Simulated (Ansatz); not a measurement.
Basis-set series for C4H12Ti, SMILES `[CH3][Ti]([CH3])([CH3])[CH3]`. The species carries charge 0 and has multiplicity 1. The structure was optimised at the PBE0-D4/def2-TZVP level.

```csv
functional,basis,functions,energy (Eh),HOMO (eV),LUMO (eV)
PBE0-D4,def2-SVP,147,-1008.45106,-7.54,-1.33
PBE0-D4,def2-TZVPP,356,-1008.74168,-7.52,-1.32
ωB97M-V,def2-SVP,147,-1008.65833,-9.92,0.83
ωB97M-V,def2-TZVPP,356,-1008.96171,-9.91,0.98
```

**Question.** Give the rows for def2-QZVPP. (Estimate.)

**Answer.** Ansatz gave: 
```tsv
functional	basis	functions	energy (Eh)	HOMO (eV)	LUMO (eV)
PBE0-D4	def2-QZVPP	681	-1008.76851	-7.54	-1.34
ωB97M-V	def2-QZVPP	681	-1008.98732	-9.92	0.51
```

Positive LUMOs are unbound and depend on the basis. Scalar relativity is left out up to krypton.
